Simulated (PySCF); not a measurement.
Input for PySCF: R-M06-2X/def2-TZVPP on CH4SSn (SMILES [CH3][Sn][SH]), a point of a torsion scan. Elements past Kr take the def2 small-core potentials; no spin–orbit coupling.

```python
from pyscf import gto, dft

mol = gto.M(
    atom='''
    C    -1.16112380   -0.01038616   -0.07922244
    Sn    0.31469932    1.69982946    0.12313328
    S     0.08700222    2.47872575   -2.18196361
    H    -0.68476745   -0.86548647   -0.56536602
    H    -2.03751869    0.25459316   -0.67304065
    H    -1.51720803   -0.35620015    0.89237484
    H    -0.78161983    1.58546020   -2.61936281
    ''',
    basis='def2-tzvpp',
    ecp={'Sn': 'def2-tzvpp'},
    charge=0, spin=0, verbose=4, max_memory=1800)
mf = dft.RKS(mol, xc='m062x').density_fit(auxbasis='def2-universal-jkfit')
mf.grids.level = 4
mf.conv_tol = 1e-9
mf.max_cycle = 150
mf.kernel()
mf.dip_moment()
```

Output:

```
PySCF version 2.14.0

[INPUT] verbose = 4
[INPUT] num. atoms = 7
[INPUT] num. electrons = 48
[INPUT] charge = 0
[INPUT] spin (= nelec alpha-beta = 2S) = 0
[INPUT] symmetry False subgroup None
[INPUT] Mole.unit = angstrom
[INPUT] Symbol           X                Y                Z      unit          X                Y                Z       unit  Magmom
[INPUT]  1 C     -1.161123800000  -0.010386160000  -0.079222440000 AA   -2.194205978714  -0.019626997886  -0.149708714520 Bohr   0.0
[INPUT]  2 Sn     0.314699320000   1.699829460000   0.123133280000 AA    0.594695526387   3.212212137867   0.232688176019 Bohr   0.0
[INPUT]  3 S      0.087002220000   2.478725750000  -2.181963610000 AA    0.164410368029   4.684112805407  -4.123313636667 Bohr   0.0
[INPUT]  4 H     -0.684767450000  -0.865486470000  -0.565366020000 AA   -1.294022939517  -1.635532392817  -1.068386937935 Bohr   0.0
[INPUT]  5 H     -2.037518690000   0.254593160000  -0.673040650000 AA   -3.850352297783   0.481111345588  -1.271862499199 Bohr   0.0
[INPUT]  6 H     -1.517208030000  -0.356200150000   0.892374840000 AA   -2.867107650691  -0.673120729029   1.686344048053 Bohr   0.0
[INPUT]  7 H     -0.781619830000   1.585460200000  -2.619362810000 AA   -1.477047412229   2.996085559398  -4.949878331771 Bohr   0.0

nuclear repulsion = 161.921562455224
number of shells = 65
number of NR pGTOs = 264
number of NR cGTOs = 179
basis = def2-tzvpp
ecp = {'Sn': 'def2-tzvpp'}


******** <class 'pyscf.df.df_jk.DFRKS'> ********
method = DFRKS
initial guess = minao
damping factor = 0
level_shift factor = 0
DIIS = <class 'pyscf.scf.diis.CDIIS'>
diis_start_cycle = 1
diis_space = 8
diis_damp = 0
SCF conv_tol = 1e-09
SCF conv_tol_grad = None
SCF max_cycles = 150
direct_scf = False
XC library pyscf.dft.libxc version 7.1.2
    S. Lehtola, C. Steigemann, M. J. T. Oliveira, and M. A. L. Marques,  SoftwareX 7, 1–5 (2018)
XC functionals = m062x
    Y. Zhao and D. G. Truhlar,  Theor. Chem. Acc. 120, 215 (2008)
    Y. Zhao and D. G. Truhlar,  Theor. Chem. Acc. 120, 215 (2008)
radial grids:
    Treutler-Ahlrichs [JCP 102, 346 (1995); DOI:10.1063/1.469408] (M4) radial grids

becke partition: Becke, JCP 88, 2547 (1988); DOI:10.1063/1.454033
pruning grids: <function nwchem_prune>
grids dens level: 4
symmetrized grids: False
atomic radii adjust function: <function treutler_atomic_radii_adjust>
small_rho_cutoff = 0
Set gradient conv threshold to 3.16228e-05
Initial guess from minao.
tot grids = 152264
******** <class 'pyscf.df.df.DF'> ********
auxbasis = def2-universal-jkfit
init E= -615.971159013355
  HOMO = -0.621593984906945  LUMO = -0.522170186771496  gap/eV = 2.70546
cycle= 1 E= -651.364323959171  delta_E= -35.4  |g|= 2.67  |ddm|= 30.8
  HOMO = -0.0938887414511406  LUMO = 0.00793187752114682  gap/eV = 2.77068
cycle= 2 E= -649.355855609369  delta_E= 2.01  |g|= 3.73  |ddm|= 10.7
  HOMO = -0.222052524695513  LUMO = -0.0601534035896104  gap/eV = 4.40550
cycle= 3 E= -652.854289224395  delta_E= -3.5  |g|= 0.524  |ddm|= 8.56
  HOMO = -0.241747307681511  LUMO = -0.0529632710504356  gap/eV = 5.13708
cycle= 4 E= -652.916501196927  delta_E= -0.0622  |g|= 0.364  |ddm|= 0.921
  HOMO = -0.27234236930722  LUMO = -0.055261125124525  gap/eV = 5.90708
cycle= 5 E= -652.950716336167  delta_E= -0.0342  |g|= 0.061  |ddm|= 0.404
  HOMO = -0.279239637682681  LUMO = -0.0621343050925991  gap/eV = 5.90774
cycle= 6 E= -652.951811201762  delta_E= -0.00109  |g|= 0.0284  |ddm|= 0.124
  HOMO = -0.281252302694599  LUMO = -0.0625760448893806  gap/eV = 5.95048
cycle= 7 E= -652.952056418956  delta_E= -0.000245  |g|= 0.00923  |ddm|= 0.0465
  HOMO = -0.280242232696324  LUMO = -0.0621286068948377  gap/eV = 5.93517
cycle= 8 E= -652.952086139944  delta_E= -2.97e-05  |g|= 0.00271  |ddm|= 0.0137
  HOMO = -0.280335469787377  LUMO = -0.0621774842894827  gap/eV = 5.93638
cycle= 9 E= -652.952089503921  delta_E= -3.36e-06  |g|= 0.00101  |ddm|= 0.00389
  HOMO = -0.280280601683584  LUMO = -0.0622117715974981  gap/eV = 5.93396
cycle= 10 E= -652.952090220372  delta_E= -7.16e-07  |g|= 0.000278  |ddm|= 0.00245
  HOMO = -0.280294037240929  LUMO = -0.062231966317534  gap/eV = 5.93377
cycle= 11 E= -652.95209027335  delta_E= -5.3e-08  |g|= 7.84e-05  |ddm|= 0.000729
  HOMO = -0.280290139773134  LUMO = -0.062227763676  gap/eV = 5.93378
cycle= 12 E= -652.952090275626  delta_E= -2.28e-09  |g|= 2.46e-05  |ddm|= 0.000161
  HOMO = -0.280290229385785  LUMO = -0.0622287407841053  gap/eV = 5.93376
cycle= 13 E= -652.952090275814  delta_E= -1.88e-10  |g|= 6.76e-06  |ddm|= 4.54e-05
  HOMO = -0.280289368154835  LUMO = -0.0622279934556583  gap/eV = 5.93375
Extra cycle  E= -652.952090275823  delta_E= -8.87e-12  |g|= 5.23e-06  |ddm|= 1.79e-05
converged SCF energy = -652.952090275823
Dipole moment(X, Y, Z, Debye): -0.31812, -1.13678,  1.55497
```

The calculation finished and met its thresholds.

Cost: about 30 core-seconds (a rough figure).
